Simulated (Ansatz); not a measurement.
```yaml
crystal:
  periodic: [false, false, false]
  atoms:
    - {symbol: B, position_ang: [-0.874814, 1.228393, 0.611835]}
    - {symbol: Si, position_ang: [0.449544, 1.427378, -0.720605]}
    - {symbol: Cl, position_ang: [1.994649, 1.680166, -0.146795]}
    - {symbol: C, position_ang: [0.709191, -0.710864, -1.303472]}
    - {symbol: Ge, position_ang: [-0.269882, -1.105205, 0.677411]}
    - {symbol: H, position_ang: [-0.807654, 1.883585, 2.008795]}
    - {symbol: H, position_ang: [-2.132996, 1.006204, 0.238998]}
    - {symbol: H, position_ang: [1.547695, -1.353779, -1.368357]}
    - {symbol: H, position_ang: [-0.466666, -0.967089, -1.777934]}
    - {symbol: H, position_ang: [1.098852, -1.353508, 1.546752]}
    - {symbol: H, position_ang: [-1.429266, -1.976533, 0.493074]}
basis:
  gaussian: {orbitals: def2-TZVPP}
magnetization: {spin_polarized: true, initial_magnetization: 2}
hamiltonian: {xc: {name: SVWN5}, pseudopotentials: {relativity: scalar}}
output: {forces: true}
```

```sh
$ ansatz run in.yaml --threads 4 --pin off --events-out ev --progress --plain --max-ram 10444MiB
```

It prints (some lines left out):

```
Functional definition: SVWN5
1643 factors; their error is unknown
mean field evaluation 1: about -79047.1006 eV, gradient 5.9e1 eV
mean field evaluation 2: about -78958.8798 eV, gradient 1.1e2 eV
mean field evaluation 4: about -79058.7259 eV, gradient 2.6e1 eV
mean field evaluation 8: about -79064.1465 eV, gradient 1.2e0 eV
mean field evaluation 16: about -79064.1089 eV, gradient 4.1e-3 eV
mean field -79064.10894054 eV, -2905.5524119871 hartree, gradient 1.3e-5 eV, S^2 2.002884; 6 other end points of the search recorded, 0 dependent functions left out
reference -79064.10898426 eV, -2905.5524135938 hartree; 41, 39 occupied and 237, 239 virtual orbitals, 1643 factors
Total energy: -79064.10898426 eV, -2905.5524135938 hartree
Relativity: scalar
Atom 0 at    -0.874814     1.228393     0.611835 Å, force    -2.824390     0.007865     2.906604 eV/Å
Atom 1 at     0.449544     1.427378    -0.720605 Å, force   -13.648984    -4.378639    -7.527578 eV/Å
Atom 2 at     1.994649     1.680166    -0.146795 Å, force    16.049285     3.211789     5.974427 eV/Å
Atom 3 at     0.709191    -0.710864    -1.303472 Å, force    -6.872502     2.545920     1.264822 eV/Å
Atom 4 at    -0.269882    -1.105205     0.677411 Å, force     3.016447     2.033022    -0.849994 eV/Å
Atom 5 at    -0.807654     1.883585     2.008795 Å, force     0.192967    -1.598607    -2.841871 eV/Å
Atom 6 at    -2.132996     1.006204     0.238998 Å, force     1.824336     0.072577     0.451355 eV/Å
Atom 7 at     1.547695    -1.353779    -1.368357 Å, force     1.062031    -0.828347    -0.145499 eV/Å
Atom 8 at    -0.466666    -0.967089    -1.777934 Å, force     3.537657     0.258809     0.768066 eV/Å
Atom 9 at     1.098852    -1.353508     1.546752 Å, force    -1.427904    -0.268841    -0.272549 eV/Å
Atom 10 at    -1.429266    -1.976533     0.493074 Å, force    -0.908944    -1.055548     0.272218 eV/Å
Dipole moment:     0.147156    -0.443069     0.051800 e Å
```

Hardware: 4 threads of an Arm Neoverse V1 on a shared host. Wall time 8.5 s, peak host memory 0.68 GiB.
